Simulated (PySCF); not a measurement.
**How methods differ on the excitation energy of Te**

Te [Kr] 4d10 5s2 5p4 (3P) → Te [Kr] 4d10 5s2 5p3 6s1 (5S), as a difference of total energies. All numbers are calculated (PySCF 2.14, a scalar-relativistic core potential, in aug-cc-pV5Z-PP with ECP28MDF (8s8p6d4f3g2h, 139 functions)). Correlated levels: valence: 4s2 4p6 4d10 frozen. The calculations carry no spin-orbit coupling.

```json
{"method": "UHF", "excitation energy (eV)": "4.593", "error (eV)": "-0.633"}
{"method": "LDA", "excitation energy (eV)": "5.280", "error (eV)": "+0.054"}
{"method": "PBE", "excitation energy (eV)": "5.128", "error (eV)": "-0.098"}
{"method": "PBE0", "excitation energy (eV)": "5.207", "error (eV)": "-0.019"}
{"method": "r2SCAN", "excitation energy (eV)": "5.369", "error (eV)": "+0.143"}
{"method": "TPSS", "excitation energy (eV)": "5.323", "error (eV)": "+0.097"}
{"method": "M06-2X", "excitation energy (eV)": "5.124", "error (eV)": "-0.102"}
{"method": "revPBE", "excitation energy (eV)": "5.115", "error (eV)": "-0.111"}
{"method": "MP2 (valence)", "excitation energy (eV)": "5.070", "error (eV)": "-0.156"}
{"method": "SCS-MP2 (valence)", "excitation energy (eV)": "5.275", "error (eV)": "+0.049"}
```

Reference: 5.226 eV (measured; NIST levels, between the centres of gravity of the two terms).
